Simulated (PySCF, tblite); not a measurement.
Rigid-rotor lines calculated for a species of formula C5H10F3O2P (commonest isotopes; PBE0/pcSseg-1 in PySCF (dipole) on a GFN2-xTB geometry, gas phase), labelled J(Ka,Kc):

| transition | MHz |
| --- | --- |
| 1(0,1) ← 0(0,0) | 1280.0 |
| 2(0,2) ← 1(0,1) | 2555.2 |
| 1(1,1) ← 0(0,0) | 2100.0 |
| 2(1,1) ← 1(1,0) | 2633.8 |
| 2(1,2) ← 1(1,1) | 2486.0 |

(1) Find the rotational constants.

(2) What moments of inertia, asymmetry and inertial defect follow?

(3) Which dipole components do these lines need?

(4) Where do these fall, and of which type are they? 2(2,0) ← 2(1,1); 2(1,1) ← 1(0,1); 2(0,2) ← 1(1,1); 1(1,0) ← 0(0,0); 2(1,2) ← 1(0,1); 2(2,1) ← 1(1,1); 2(2,1) ← 2(1,2); 1(1,0) ← 1(0,1).

(5) Which structure gave them?

Answers

(1) 1(0,1) ← 0(0,0) is B + C, 2(1,1) ← 1(1,0) is 3B + C and 2(1,2) ← 1(1,1) is B + 3C, so B − C is half the difference of the last two, 73.9 MHz. 1(1,1) ← 0(0,0) is A + C. A = 1497.0, B = 676.9, C = 603.0 MHz.

(2) I = 505379 MHz·u·Å² over each constant: Ia = 337.60, Ib = 746.58, Ic = 838.05 u·Å²; κ = (2B − A − C)/(A − C) = -0.835 (asymmetric top); Δ = Ic − Ia − Ib = -246.13 u·Å².

(3) μa and μb (a-type: ΔKa even, ΔKc odd; b-type: both odd). The calculation gives |μa| = 2.11 D, |μb| = 1.43 D, |μc| = 2.44 D.

(4) 
```json
{"transition": "1(1,0) ← 1(0,1)", "MHz": "894", "type": "b", "branch": "Q"}
{"transition": "2(0,2) ← 1(1,1)", "MHz": "1735", "type": "b", "branch": "R"}
{"transition": "1(1,0) ← 0(0,0)", "MHz": "2174", "type": "c", "branch": "R"}
{"transition": "2(2,0) ← 2(1,1)", "MHz": "2465", "type": "b", "branch": "Q"}
{"transition": "2(2,1) ← 2(1,2)", "MHz": "2682", "type": "b", "branch": "Q"}
{"transition": "2(1,2) ← 1(0,1)", "MHz": "3306", "type": "b", "branch": "R"}
{"transition": "2(1,1) ← 1(0,1)", "MHz": "3528", "type": "c", "branch": "R"}
{"transition": "2(2,1) ← 1(1,1)", "MHz": "5168", "type": "c", "branch": "R"}
```

(5) `CC(C)[P@@](=O)(O)CC(F)(F)F`, point group C1. Three constants can't fix a structure by themselves; this is the one that was computed:
```
atom  x, y, z in Å
C1     1.725    0.759    0.013
C2     0.613    0.265   -0.899
C3     1.148   -0.532   -2.082
P4    -0.540   -0.872   -0.014
O5    -1.625   -1.454   -0.804
O6     0.419   -2.011    0.607
C7    -1.114   -0.071    1.566
C8    -1.947    1.137    1.259
F9    -2.430    1.718    2.374
F10   -2.999    0.870    0.488
F11   -1.239    2.091    0.628
H12    1.341    1.450    0.760
H13    2.477    1.282   -0.574
H14    2.200   -0.081    0.515
H15    0.022    1.105   -1.272
H16    1.740    0.106   -2.735
H17    1.776   -1.351   -1.735
H18    0.320   -0.946   -2.656
H19    0.119   -2.859    0.271
H20   -1.738   -0.802    2.084
H21   -0.278    0.214    2.202
```

The values belong to one conformer (point group C1) with, in the numbering `[CH3:1][CH:2]([CH3:3])[P@@:4](=[O:5])([OH:6])[CH2:7][C:8]([F:9])([F:10])[F:11]`, C1–C2–P4–O5 -178°, C2–P4–O6–H -123°, C2–P4–C7–C8 66°. Its lowest GFN2-xTB frequency is 12i cm⁻¹, too small to tell a flat minimum from a shallow saddle. Zero-point vibration and centrifugal distortion are left out. A rigid rotor knows nothing of internal rotation, which can split or shift real lines.

Cost: about 2.8 min of CPU time on one thread; the machine was shared, so the figure is rough. This is the PBE0/pcSseg-1 job that gave the dipole, with the shieldings it also computed.
